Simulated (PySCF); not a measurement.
PBE on Cs- (caesium, charge -1), [Xe] 6s2, closed-shell 1S. Computed with PySCF 2.14 in aug-cc-pVTZ-X2C (9s8p6d3f, 84 functions), with the spin-free X2C one-electron Hamiltonian (Gaussian nucleus).

```
cycle= 1 E= -7785.70975691306  delta_E= -0.00264  |g|= 0.0272  |ddm|=  2.1
cycle= 2 E= -7785.70992097127  delta_E= -0.000164  |g|= 0.0265  |ddm|= 1.21
cycle= 3 E= -7785.71183591008  delta_E= -0.00191  |g|= 0.00055  |ddm|= 0.624
cycle= 4 E= -7785.71183764818  delta_E= -1.74e-06  |g|= 0.000263  |ddm|= 0.0145
cycle= 5 E= -7785.71183808403  delta_E= -4.36e-07  |g|= 5.15e-05  |ddm|= 0.0131
cycle= 6 E= -7785.71183809992  delta_E= -1.59e-08  |g|= 2.16e-06  |ddm|= 0.00106
cycle= 7 E= -7785.71183809999  delta_E= -6.37e-11  |g|= 2.64e-07  |ddm|= 0.000309
converged SCF energy = -7785.71183809999  <S^2> = 1.7763568e-14  2S+1 = 1
```

Highest occupied orbital energy: 0.647 eV; ⟨L²⟩ = 0.00; populations by l: s 12.00, p 24.00, d 20.00, f 0.00.

**Question.** Can this result be used?

**Answer.** With care. The calculation finished and met its thresholds. Spin-orbit coupling, which splits the p, d and f shells strongly at this Z, is absent. At PBE the highest occupied level has a positive energy, so only the finite basis holds that electron; in a semilocal or global hybrid functional this comes from self-interaction and does not mean that the real anion is unbound.
